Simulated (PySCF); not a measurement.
CH6ClGeN, SMILES [Ge@@H]([CH3])([NH2])[Cl]. Atoms are numbered in the order given.

```xyz
10

C     -1.4813    -1.2882    -0.1104
Ge     0.0250    -0.1186    -0.4300
N      1.5694    -1.0683    -0.2846
Cl    -0.1009     1.4747     1.0712
H     -1.4948    -2.0957    -0.8566
H     -1.4041    -1.7281     0.8942
H     -2.4199    -0.7204    -0.1703
H      0.0364     0.5921    -1.7899
H      1.6787    -1.5765     0.5893
H      2.4198    -0.5401    -0.4615
```

The structure is a stationary point at PBE0-D3(BJ)/def2-SVP. The structure was generated by enumeration; whether it is a known compound was not checked. The values are those of a single conformer.

Two levels are set side by side: PBE/pcSseg-1 (PySCF) and KT2/pcSseg-1 (PySCF). GIAO shifts against GeH4 (⁷³Ge), HCl (³⁵Cl), NH3 (¹⁵N), TMS (¹H), TMS (¹³C) at the same level; non-relativistic, no solvent, atoms listed together averaged. Without spin–orbit terms, shifts of atoms bonded to Cl or Br come out too high at both levels. Differences are taken from unrounded values.

```
quantity                KT2    PBE  PBE minus KT2
--------------------  -----  -----  -------------
δ(¹³C) of C1 (ppm)      6.3    6.8            0.5
δ(⁷³Ge) of Ge2 (ppm)  410.9  422.6           11.7
δ(¹⁵N) of N3 (ppm)     45.6   48.2            2.6
δ(³⁵Cl) of Cl4 (ppm)   79.1   78.3           -0.8
δ(¹H) of H8 (ppm)      6.00   6.03           0.04
```

Rough cost on one machine, each run with all the roots and properties that it gave: KT2 against PBE within a factor of 2.
